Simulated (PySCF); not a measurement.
**Correlation energy of Ir⁺ (iridium, charge +1)**

[Xe] 4f14 5d7 6s1, high-spin 5F determinant. Calculation: PySCF 2.14, in x2c-TZVPPall with one added diffuse shell each of s, p, d, f type (12s8p8d4f1g, 113 functions); the spin-free X2C one-electron Hamiltonian (Gaussian nucleus). Frozen: [Xe] 4f14; 8 electrons correlated.

| level | correlation energy (mhartree) |
| --- | --- |
| CCSD | -172.51 |
| (T) | -5.37 |
| CCSD(T) | -177.88 |

Diagnostics: T1 = 0.0069, D1 = 0.0196, largest double amplitude 0.020.

**Question.** Is a single reference adequate?

**Answer.** Yes, within this model without spin-orbit coupling: T1 lies below 0.03 and no double amplitude reaches 0.07.
